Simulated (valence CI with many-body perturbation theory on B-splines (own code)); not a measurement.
Results of a calculation; reference values are marked as such.
**Ho⁵⁴⁺: magnetic and hyperfine properties of the levels**

Level of theory: configuration interaction combined with many-body perturbation theory (CI+MBPT): three valence electrons over a frozen Dirac-Fock core [Ne], radial functions for each j: 11 s, 11 p, 9 d, 7 f, 5 g, 2 h, 1 i, with the one-electron correlation potential Σ1 (screened to all orders), the two-electron term Σ2, the three-electron term Σ3, Breit, model QED; selected single and double excitations, second order for the rest (own B-spline code, finite nucleus).

No measured spectrum was set against this ion. As an estimate, large intervals hold to a few tenths of a per cent, small ones and those within an open d or f shell to about a per cent.

A/g_I is the dipole constant over the nuclear g factor μ/I (μ in nuclear magnetons, uniformly magnetised nucleus), B/Q the quadrupole constant per barn. Both hold the static response of the core; the bare values leave it out. Large factors of s and p1/2 electrons are usually good to 5 to 10 %; those of open d and f shells near neutrality can be off by tens of per cent, and small factors of p3/2, d and f electrons come from cancelling terms and can be off by a factor of two or in sign, in half-filled shells by more. B is blank for J = 1/2, where it vanishes, and for nearly pure S terms. Energies count from the lowest level.

Levels are named by their leading jj configuration (3d3/2^4 stands for four electrons in 3d with j = 3/2), which in mixed levels can hold well under half, so a name can repeat and another be missing. Letters in brackets count levels of one name in rising energy.

```
                     Level  E (eV)      g  A/g_I (MHz)  A/g_I bare  B/Q (MHz/b)  B/Q bare
        (3s^2 3p1/2) J=1/2    0.00  0.651      1200000     1180000                       
        (3s 3p1/2^2) J=1/2  142.69  2.155      3620000     3550000                       
        (3s^2 3p3/2) J=3/2  226.96  1.323       157000      156000       304000    299000
(3s 3p1/2 3p3/2) J=3/2 [a]  343.81  1.640       860000      845000       246000    242000
    (3s 3p1/2 3p3/2) J=5/2  359.47  1.345      1050000     1030000       229000    225000
(3s 3p1/2 3p3/2) J=3/2 [b]  378.86  0.961        81900       83400       169000    167000
    (3s 3p1/2 3p3/2) J=1/2  387.63  1.242     -1280000    -1240000                       
        (3s^2 3d3/2) J=3/2  432.30  0.828        42400       45300        62400     63600
        (3s^2 3d5/2) J=5/2  476.42  1.205        67600       69200        50300     52300
     (3p1/2^2 3p3/2) J=3/2  520.25  1.162        95500       98100       227000    225000
(3s 3p1/2 3d3/2) J=3/2 [a]  533.82  0.622      -223000     -215000        98400     98500
    (3s 3p1/2 3d3/2) J=5/2  545.19  1.029       992000      973000        14100     16200
    (3s 3p1/2 3d3/2) J=1/2  568.25  0.386     -1470000    -1440000                       
(3s 3p1/2 3d3/2) J=3/2 [b]  572.68  1.297       886000      871000        48700     48600
        (3s 3p3/2^2) J=5/2  582.81  1.417       856000      840000        92800     91500
(3s 3p1/2 3d5/2) J=5/2 [a]  597.37  1.350       349000      345000        56700     58500
    (3s 3p1/2 3d5/2) J=7/2  608.77  1.243       712000      700000         6650      9380
        (3s 3p3/2^2) J=1/2  614.92  1.904      3700000     3620000                       
(3s 3p1/2 3d5/2) J=5/2 [b]  618.25  1.041        19300       22200        71600     72700
        (3s 3p3/2^2) J=3/2  620.93  1.195      -546000     -528000       -59300    -58500
    (3s 3p1/2 3d5/2) J=3/2  623.03  1.114      -751000     -729000        25700     27100
     (3p1/2^2 3d3/2) J=3/2  706.84  0.771        86400       86400        49500     51200
     (3p1/2 3p3/2^2) J=5/2  741.65  1.162       455000      448000        38600     38300
     (3p1/2 3p3/2^2) J=3/2  745.64  1.405       -13600       -6520        23800     23400
     (3p1/2 3p3/2^2) J=1/2  759.78  0.693      1340000     1310000                       
     (3p1/2^2 3d5/2) J=5/2  770.52  1.193        27900       32000        42900     45000
(3s 3p3/2 3d3/2) J=3/2 [a]  773.07  1.304       467000      461000        -7170     -8430
(3s 3p3/2 3d3/2) J=1/2 [a]  774.47  2.224      1580000     1550000                       
(3s 3p3/2 3d3/2) J=5/2 [a]  775.42  1.240       429000      424000       106000    104000
    (3s 3p3/2 3d3/2) J=7/2  778.68  1.249       609000      599000       296000    293000
(3s 3p3/2 3d3/2) J=3/2 [b]  801.93  0.985       108000      109000      -164000   -161000
    (3s 3p3/2 3d5/2) J=9/2  806.63  1.323       481000      474000       372000    370000
(3s 3p3/2 3d3/2) J=5/2 [b]  815.53  0.960      -133000     -126000       200000    199000
(3s 3p3/2 3d3/2) J=1/2 [b]  819.62  0.608       598000      586000                       
(3s 3p3/2 3d5/2) J=5/2 [a]  827.20  1.331       720000      708000      -161000   -159000
(3s 3p3/2 3d5/2) J=7/2 [a]  835.92  1.221       273000      270000       234000    233000
(3s 3p3/2 3d5/2) J=3/2 [a]  837.98  1.158      -275000     -264000      -159000   -157000
(3s 3p3/2 3d5/2) J=7/2 [b]  852.11  1.197        18800       22200       190000    190000
    (3s 3p3/2 3d5/2) J=1/2  861.21  0.699     -1010000     -987000                       
(3s 3p3/2 3d5/2) J=3/2 [b]  870.07  1.302       858000      842000        94600     94600
```
